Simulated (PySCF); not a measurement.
CH6OSeSi, SMILES CO[SiH2][SeH]. Atoms are numbered in the order given.

```xyz
10

Si    -0.6818     0.2496    -0.9204
Se     1.2086     0.5161     0.3691
O     -1.9190    -0.5160    -0.1204
C     -1.8359    -1.7954     0.4672
H     -1.1773     1.6082    -1.2368
H     -0.2899    -0.5155    -2.1388
H      1.7607    -0.7941    -0.0265
H     -1.0401    -1.8380     1.2331
H     -2.7975    -2.0211     0.9527
H     -1.6363    -2.5816    -0.2855
```
Charge 0, spin multiplicity 1.

Geometry: B3LYP-D3(BJ)/def2-SVP. This is a generated structure with no PubChem entry under its InChIKey; it may be hypothetical. One conformer was computed; it need not be the lowest.

Two levels are set side by side: PBE/pcSseg-1 (PySCF) and KT2/pcSseg-1 (PySCF). GIAO shifts against H2O (¹⁷O), Me2Se (⁷⁷Se), TMS (²⁹Si), TMS (¹H), TMS (¹³C) at the same level; non-relativistic, no solvent, atoms listed together averaged. Differences are taken from unrounded values.

| quantity | KT2 |
|---|---|
| δ(²⁹Si) of Si1 (ppm) | -7.3 |
| δ(⁷⁷Se) of Se2 (ppm) | -366.5 |
| δ(¹⁷O) of O3 (ppm) | 44.8 |
| δ(¹³C) of C4 (ppm) | 54.8 |
| δ(¹H) of H7 (ppm) | 1.18 |

Task: What does PBE give, and how far is it from KT2? (Estimate from the structure and the level; the computed values follow.)

Result: 
```csv
quantity,PBE,PBE minus KT2
δ(²⁹Si) of Si1 (ppm),-8.2,-0.9
δ(⁷⁷Se) of Se2 (ppm),-387.7,-21.2
δ(¹⁷O) of O3 (ppm),48.9,4.1
δ(¹³C) of C4 (ppm),55.7,0.8
δ(¹H) of H7 (ppm),1.15,-0.03
```

Rough cost on one machine, each run with all the roots and properties that it gave: KT2 against PBE within a factor of 2.
